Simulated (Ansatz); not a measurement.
Reactions of BH₄InTe, SMILES `[InH2][BH][TeH]`.

Program: Ansatz. Geometries: PBE0-D4/def2-TZVP. ΔE: electronic, gas phase. CBS: MP2 limit from def2 TZ/QZ plus the TZ coupled-cluster correction, frozen cores. This one scheme is used for every species. DFT in def2-TZVPP. def2 core potentials past Kr. For Ge, In, Te outer-core shells are correlated without core-valence functions, which leaves a few kJ/mol of doubt a bond. Scalar relativity is left out up to krypton. One conformer a species, not always the lowest.

```
                                                           reaction  CCSD(T)/CBS(def2) (kJ/mol)
 `[InH2][BH][TeH]` + `O=CO[SiH3]` → `O=CB[TeH]` + `[SiH3][O][InH2]`                         -26
                 `[InH2][BH][TeH]` + `C=O` → `O=CB[TeH]` + `[InH3]`                          16
                `[InH2][BH][TeH]` + CH₃OH → `C[O][InH2]` + `B[TeH]`                           ?
                `[InH2][BH][TeH]` + CH₃SH → `C[S][InH2]` + `B[TeH]`                         -88
`[InH2][BH][TeH]` + `C[NH][GeH3]` → `C[N]([GeH3])[InH2]` + `B[TeH]`                           ?
              `[InH2][BH][TeH]` + CH₃NH₂ → `C[NH][InH2]` + `B[TeH]`                         -17
                  `[InH2][BH][TeH]` + H₂S → `[SH][InH2]` + `B[TeH]`                         -95
```

Q: Fill in the missing values. (An estimate is asked.)

A: Computed: `[InH2][BH][TeH]` + CH₃OH → `C[O][InH2]` + `B[TeH]`: -31.7 kJ/mol; `[InH2][BH][TeH]` + `C[NH][GeH3]` → `C[N]([GeH3])[InH2]` + `B[TeH]`: -32.0 kJ/mol.

Largest T1 diagnostic: 0.017, for `C[O][InH2]`.
